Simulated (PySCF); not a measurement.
Geometry:
```csv
atom,x (Å),y (Å),z (Å)
F1,-1.777,-0.504,1.508
Si2,-2.069,-0.664,-0.063
O3,-1.302,0.506,-0.850
Si4,0.040,1.372,-1.150
O5,1.337,0.636,-0.540
Si6,2.030,-0.528,0.358
H7,-3.481,-0.398,-0.256
H8,-1.539,-1.968,-0.416
H9,0.181,1.369,-2.597
H10,-0.111,2.647,-0.469
H11,1.817,-1.807,-0.323
H12,1.434,-0.528,1.691
H13,3.436,-0.132,0.368
```

[PySCF 2.14: structure optimised with GFN2-xTB; σ from GIAO-PBE0/pcSseg-1; fast rotation and ring inversion assumed for equivalent nuclei; no solvent; one computed conformer; no relativistic terms]

Referencing at the same level of theory: TMS for $^{1}$H (σ = 31.72 ppm), $^{29}$Si (σ = 349.16 ppm); CFCl3 for $^{19}$F (σ = 170.95 ppm); $^{17}$O (σ = 336.08 ppm) vs H2O.

```
      atoms    nucleus  count  Hirshfeld charge  δ (ppm)
H11/H12/H13    $^{1}$H      3             -0.08     5.24
         O5   $^{17}$O      1             -0.31     40.9
         O3   $^{17}$O      1             -0.30        ?
      H7/H8    $^{1}$H      2             -0.07        ?
        Si4  $^{29}$Si      1              0.47        ?
        Si2  $^{29}$Si      1              0.49    -32.2
         F1   $^{19}$F      1             -0.21   -163.4
        Si6  $^{29}$Si      1              0.40    -42.1
     H9/H10    $^{1}$H      2             -0.08     4.99
```

Task: Fill in the missing shifts.

Result: 
- H7/H8: 5.05 ppm, hydrogen on a silicon bonded to F, O
- Si4: -44.5 ppm, silicon bonded to 2 O, 2 H
- O3: 97.8 ppm, oxygen bonded to 2 Si

Unscaled 19F shifts against computed CFCl3 carry errors that often reach 10 to 50 ppm. Experimental scales use liquid or dissolved standards, which lie at an offset from isolated H2O (liquid H2O: subtract about 36 ppm).
